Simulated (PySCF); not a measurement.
Molecule: SMILES C1=CC(NO)=CC=C1, C6H7NO.

Geometry:
```
atom   x (Å)   y (Å)   z (Å)
  O1   2.739  -0.936  -0.288
  N2   2.054   0.100   0.333
  C3   0.674   0.098   0.114
  C4  -0.013  -1.072  -0.231
  C5  -1.398  -1.047  -0.368
  C6  -2.119   0.128  -0.165
  C7  -1.431   1.294   0.173
  C8  -0.047   1.286   0.310
  H9   3.111  -1.442   0.444
 H10   2.492   0.979   0.068
 H11   0.555  -1.986  -0.404
 H12  -1.921  -1.967  -0.643
 H13  -3.205   0.139  -0.275
 H14  -1.977   2.228   0.330
 H15   0.484   2.204   0.578
```

Geometry PBE0-D3(BJ)/def2-SVP throughout; GIAO in PySCF, gas phase, one conformer, non-relativistic; equivalent atoms averaged; functional PBE0.

For orientation, def2-TZVP gives these shifts δ (against H2O, NH3, TMS at the same level): O1 99.1, N2 159.3, C3 156.3, C5/C7 134.3, C6 123.8, C4/C8 114.5, H13 7.01, H10 5.82, H9 3.35 ppm.

A run gave: O1 92.6, N2 145.3, C3 146.7, C5/C7 127.2, C6 117.0, C4/C8 108.4, H13 6.61, H10 5.31, H9 2.98 ppm (shifts δ (against H2O, NH3, TMS at the same level)).

Which basis set was used in that run?
A. cc-pVDZ
B. def2-SVP
C. STO-3G
D. 6-311+G(2d,p)
E. pcSseg-1

Answers

B. H9 tells them apart best: def2-SVP gives 2.98, cc-pVDZ gives 2.72, pcSseg-1 gives 3.46, 6-311+G(2d,p) gives 3.38, STO-3G gives 1.89 ppm.
